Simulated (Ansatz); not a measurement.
Isolated molecules relaxed with PBE0-D4/def2-TZVP in Ansatz; ΔE leaves out vibrations. CBS: MP2 limit from def2 TZ/QZ plus the TZ coupled-cluster correction, frozen cores. This one scheme is used for every species. DFT in def2-TZVPP. B3LYP here is the variant with VWN-RPA as its local correlation; programs differ in this. One conformer a species, not always the lowest.

Reaction (hydrogenolysis of the Si–N bond): `CN([Si](N)(O)O)[Si](N)(F)F` + H₂ → `N[SiH](O)O` + `CN[Si](N)(F)F`

Problem. Is it downhill or uphill in electronic energy at CCSD(T)/CBS, and by how much? (Estimate.)

Solution. Ansatz gave: Uphill: ΔE = +51.7 kJ/mol.

Problem. What do these levels give: B3LYP-D4, ωB97X-V, ωB97M-V, PBE0, HF/def2-TZVPP, CCSD/CBS(def2)? (Estimate.)

Solution. The calculation gave: B3LYP-D4 53.2, ωB97X-V 50.8, ωB97M-V 55.5, PBE0 34.0, HF/def2-TZVPP 19.6, CCSD/CBS(def2) 44.9 kJ/mol.

Largest T1 diagnostic among the species: 0.011.

The D4 term adds +27.5 kJ/mol with B3LYP and +15.9 kJ/mol with PBE0; it sums over pairs of atoms, weighted by their polarisabilities, and B3LYP, whose exchange is more repulsive, gets the larger term. In def2-TZVPP, CCSD(T) changes the Hartree–Fock value by +33.4 kJ/mol (the triples alone add +6.8 kJ/mol) and MP2 by +38.7 kJ/mol.
